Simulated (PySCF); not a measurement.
CH9NPSi2 (doublet state).
Numbering: `[CH3:1][N:2]([SiH3:3])[SiH:4][PH2:5]` (hydrogens: H6, H7, H8 on C1; H9, H10, H11 on Si3; H12 on Si4; H13, H14 on P5)

Cartesian coordinates in Å at the GFN2-xTB level; atoms count from 1:
```
atom  x, y, z in Å
C1    -0.6492   -0.5660   -1.1229
N2    -0.4181    0.1260    0.1229
Si3   -1.8318    0.7633    0.9099
Si4    1.1387   -0.0445    0.8823
P5     2.6761   -0.2543   -0.7349
H6    -1.0705   -1.5631   -0.9644
H7    -1.3475    0.0000   -1.7409
H8     0.2876   -0.6735   -1.6764
H9    -1.3506    1.4189    2.1169
H10   -2.4712    1.6858   -0.0314
H11   -2.7508   -0.3334    1.2319
H12    1.3341    1.2457    1.5700
H13    2.7180   -1.6390   -0.7340
H14    3.7346   -0.1663    0.1488
```

The hyperfine couplings belong to this conformer and change with its torsions.

Method: PySCF 2.14.0, UKS B3LYP, pcH-1 on C H N P Si, non-relativistic, mean-field spin-orbit, GIAO. Geometry: GFN2-xTB, one conformer, isolated molecule. A GFN2-xTB geometry isn't a minimum of the functional, and hyperfine couplings can be far from their values at a DFT geometry, by a factor of two or more for some ions and for spin on atoms past the first row. No stability test was run, so a lower SCF solution isn't excluded.

Match the computed a_iso(29Si) values -519.4, +6.3 MHz with the sites Si3; Si4.

```tsv
site	a_iso (MHz)	ρ(0) (bohr⁻³)	position	distance from Si4 (Å)	spin population	largest |T| (MHz)
Si3	+6.3	-0.0071	2 bonds from Si4	3.08	-0.01	0.5
Si4	-519.4	+0.5852	largest spin population	0.00	+0.70	126.7
```

The isotropic 1H couplings, averaged over equivalent nuclei, are +101.7, +13.5, +9.6, +2.7 MHz. Assign them to H6/H7/H8; H9/H10/H11; H12; H13/H14.

```tsv
site	a_iso (MHz)	ρ(0) (bohr⁻³)	position	distance from Si4 (Å)	bound to	spin population there	largest |T| (MHz)
H6/H7/H8	+9.6	+0.0022	3 bonds from Si4	3.21	C1	-0.01	3.4
H9/H10/H11	+2.7	+0.0006	3 bonds from Si4	3.72	Si3	-0.01	2.7
H12	+101.7	+0.0228	1 bond from Si4	1.48	Si4	+0.70	6.5
H13/H14	+13.5	+0.0030	2 bonds from Si4, on P5 of spin population +0.12	2.73	P5	+0.12	4.5
```

ρ(0) is the spin density at the nucleus and T the dipolar tensor; a_iso includes a spin–orbit part; entries for several nuclei are means. The largest Mulliken spin populations are on Si4 (+0.70), N2 (+0.14) and P5 (+0.12). No atom but Si4 exceeds +0.15. The angles at Si4 add up to 320.7°, so it is pyramidal.

Means are taken over nuclei equivalent by connectivity, which assumes that they swap fast. The three 1H nuclei of mean +9.6 MHz run from 1.3 to 15.4 MHz in the frozen geometry. The 1H value of +13.5 MHz is a mean of couplings from -2.4 to 29.4 MHz in this one geometry, not an average over conformers.

On one thread of an Arm Neoverse V2, shared host with 96 logical CPUs at a one-minute load of 79, this took 66 s wall (grids of density and orbitals included) and 0.92 GiB of memory at its peak.
